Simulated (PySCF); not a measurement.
## Correlation energy of Cd⁺ (cadmium, charge +1)

[Kr] 4d9 5s2, 2D determinant (an excited configuration). Calculation: PySCF 2.14, in def2-QZVPPD with the def2 core potential (28 electrons) (7s5p4d4f2g, 88 functions); scalar relativity through the core potential. Frozen: 4s2 4p6; 11 electrons correlated.

```tsv
level	correlation energy (mhartree)
CCSD	-389.41
(T)	-14.36
CCSD(T)	-403.77
```

Diagnostics: T1 = 0.012, D1 = 0.0427, largest double amplitude 0.074.

Cost of the coupled-cluster step: of the order of 50 core-seconds, for 11 correlated electrons.
